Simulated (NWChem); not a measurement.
# ammonium (NH$_{4}$ cation); SMILES [NH4+]

Results from NWChem. The geometry was optimised at PBE0-D3(BJ)/def2-TZVP. COSMO at PBE0/def2-SVP, default radii, gas-phase geometry; f = (ε − 1)/ε scales the surface charges.

```
row            f  electrostatic solvation energy (kcal/mol)
--------  ------  -----------------------------------------
ε = 2.0   0.5000                                     -42.21
ε = 2.4   0.5833                                     -49.25
ε = 11.7  0.9145                                   withheld
ε = 46.7  0.9786                                     -82.64
ε = 78.4  0.9872                                     -83.37
```

Fit a straight line of the last column on the one before it, predict the withheld value, and compare with the run.


1. Means of the 4 shown rows: x = 0.76228, y = -64.368. Slope Σ(x − x̄)(y − ȳ)/Σ(x − x̄)² = -16.74/0.1982 = -84.48; intercept 0.029.
2. The shown rows scatter about the line by 0.002 (root mean square); the largest residual is 0.00, at ε = 46.7.
3. At x = 0.9145 (ε = 11.7; inside the shown range) the line gives -77.23.
4. The run gives -77.22, +0.01 from the line.
